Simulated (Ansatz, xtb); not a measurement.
# C4H5FO2: 8 structures ranked

8 gas-phase structures of C4H5FO2, from a drawn sample of its isomers (lower ones may exist). Each was relaxed with GFN2-xTB; where two conformers were screened, the lower at r2SCAN-D4/def2-SVP is listed:

A. `O=C[C@@H]1C[C@H](F)O1`, a singlet
B. `O=C[C@@H]1CO[C@@H]1F`, a singlet
C. `O=C[C@@]1(F)CCO1`, a singlet
D. `O=CC1(F)COC1`, a singlet
E. `O=C[C@@H]1C[C@@H](F)O1`, a singlet
F. `O=C[C@@H]1OC[C@@H]1F`, a singlet
G. `O=C[C@@H]1OC[C@H]1F`, a singlet
H. `O=C[C@@H]1CO[C@H]1F`, a singlet

Question: Estimate their order in r2SCAN-D4/def2-SVP energy at these geometries, lowest first.

Answer: Calculated order at r2SCAN-D4/def2-SVP: C (0.0), A (0.2), E (0.6), H (1.0), B (1.5), D (10.9), F (11.2), G (11.5) kcal/mol. Less than 1 kcal/mol parts C and A; A and E; E and H; H and B; D and F; F and G, so the order within those pairs means little.

Energies above the lowest of each column, in kcal/mol; the last columns are at B3LYP-D3(BJ)/def2-SVP geometries and were run for some of them only (a dash: not run or not comparable):

```json
{"structure": "C", "GFN2-xTB": "2.5", "HF/STO-3G": "0.0", "r2SCAN-D4/def2-SVP": "0.0", "B3LYP-D3(BJ)/def2-SVP": "0.0", "CCSD(T)/def2-SVP + ΔMP2/def2-TZVPP": "0.5"}
{"structure": "A", "GFN2-xTB": "0.0", "HF/STO-3G": "1.7", "r2SCAN-D4/def2-SVP": "0.2", "B3LYP-D3(BJ)/def2-SVP": "0.1", "CCSD(T)/def2-SVP + ΔMP2/def2-TZVPP": "0.0"}
{"structure": "E", "GFN2-xTB": "0.3", "HF/STO-3G": "1.8", "r2SCAN-D4/def2-SVP": "0.6", "B3LYP-D3(BJ)/def2-SVP": "0.4", "CCSD(T)/def2-SVP + ΔMP2/def2-TZVPP": "0.3"}
{"structure": "H", "GFN2-xTB": "0.8", "HF/STO-3G": "2.4", "r2SCAN-D4/def2-SVP": "1.0", "B3LYP-D3(BJ)/def2-SVP": "0.9", "CCSD(T)/def2-SVP + ΔMP2/def2-TZVPP": "1.6"}
{"structure": "B", "GFN2-xTB": "1.6", "HF/STO-3G": "2.2", "r2SCAN-D4/def2-SVP": "1.5", "B3LYP-D3(BJ)/def2-SVP": "1.5", "CCSD(T)/def2-SVP + ΔMP2/def2-TZVPP": "2.2"}
{"structure": "D", "GFN2-xTB": "7.2", "HF/STO-3G": "7.6", "r2SCAN-D4/def2-SVP": "10.9", "B3LYP-D3(BJ)/def2-SVP": "10.0", "CCSD(T)/def2-SVP + ΔMP2/def2-TZVPP": "10.6"}
{"structure": "F", "GFN2-xTB": "6.8", "HF/STO-3G": "7.2", "r2SCAN-D4/def2-SVP": "11.2", "B3LYP-D3(BJ)/def2-SVP": "–", "CCSD(T)/def2-SVP + ΔMP2/def2-TZVPP": "–"}
{"structure": "G", "GFN2-xTB": "6.1", "HF/STO-3G": "7.4", "r2SCAN-D4/def2-SVP": "11.5", "B3LYP-D3(BJ)/def2-SVP": "–", "CCSD(T)/def2-SVP + ΔMP2/def2-TZVPP": "–"}
```

CCSD(T)/def2-SVP + ΔMP2/def2-TZVPP has A and C and E within 1 kcal/mol of each other at the bottom, and every level picks one of them. CCSD(T)/def2-SVP + ΔMP2/def2-TZVPP orders those it was run on as A (0.0), E (0.3), C (0.5), H (1.6), B (2.2), D (10.6) kcal/mol. Less than 1 kcal/mol parts A and E; E and C; H and B, so the order within those pairs means little. Flexible structures stand in one conformer each, not always the lowest. Frequencies (GFN2-xTB) were run for A, B, C, D, E, H alone. ΔMP2 is the change of the MP2 energy from the smaller to the larger basis.

Over these structures GFN2-xTB departs from r2SCAN-D4/def2-SVP by 2.3 kcal/mol on average once a common shift is removed. A GFN2-xTB relaxation took about 0.42 s and the r2SCAN-D4/def2-SVP energy about 4.2 s on a shared host (Ansatz 0.2.0, xtb 6.7.1).
